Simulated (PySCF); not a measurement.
C6H7O (charge -1).
Atom-mapped SMILES: `[C-:1]#[C:2]/[CH:3]=[C:4](\[CH3:5])[O:6][CH3:7]` (hydrogens: H8 on C3; H9, H10, H11 on C5; H12, H13, H14 on C7)

The geometry is computed with GFN2-xTB (gas phase).

(1) What internal coordinates does the optimisation give?

Results:

(1) 
| bond | length (bohr) | order |
| --- | --- | --- |
| C1≡C2 | 2.344 | triple |
| C2–C3 | 2.672 | single |
| C3=C4 | 2.536 | double |
| C4–C5 | 2.831 | single |
| C4–O6 | 2.716 | single |
| O6–C7 | 2.617 | single |
| C3–H8 | 2.071 | single |
| C5–H9, C5–H10, C5–H11 | 2.064 | single |
| C7–H12, C7–H13, C7–H14 | 2.077 | single |

Bonds in one row agree within 0.02 bohr and their mean is given. Orders are formal, as drawn. A selection of angles:
| angle | degrees |
| --- | --- |
| C1–C2–C3 | 177.9 |
| C2–C3–C4 | 124.3 |
| C2–C3–H8 | 116.5 |
| C4–C3–H8 | 119.3 |
| C3–C4–C5 | 123.9 |
| C3–C4–O6 | 126.3 |
| C5–C4–O6 | 109.8 |
| C4–C5–H9 | 108.0 |
| C4–C5–H10 | 111.2 |
| H9–C5–H10 | 109.4 |
| H10–C5–H11 | 107.7 |
| C4–O6–C7 | 116.5 |
| O6–C7–H12 | 106.8 |
| O6–C7–H13 | 112.2 |
| H12–C7–H13 | 108.8 |
| H13–C7–H14 | 108.1 |

Torsions: C2–C3–C4–C5 0° (synperiplanar); C3–C4–O6–C7 0° (synperiplanar).

The C–C distances run from 1.240 Å (C1≡C2, drawn triple) to 1.498 Å (C4–C5, drawn single), a spread of 0.258 Å. The 7 heavy atoms lie in one plane (0.000 Å rms). Of the pairs four or more bonds apart, C2···H9 is among the closest relative to their van der Waals radii: 2.48 Å, 86 % of the sum of Bondi's values. C3 (alkene CH carbon) is planar (angles 124.3°, 119.3° and 116.5°, sum 360.0°, 0.00 Å off the plane of its three neighbours). The 2 C–O bonds span 1.385 Å (O6–C7, drawn single) to 1.437 Å (C4–O6, drawn single), a spread of 0.052 Å. C4 (vinylic carbon bearing oxygen) is planar (angles 126.3°, 123.9° and 109.8°, sum 360.0°, 0.00 Å off the plane of its three neighbours).

Point group: Cs (tolerance 0.08 Å). No GFN2-xTB frequencies stand behind this structure, so it isn't proved a minimum.

One conformer stands for the species.
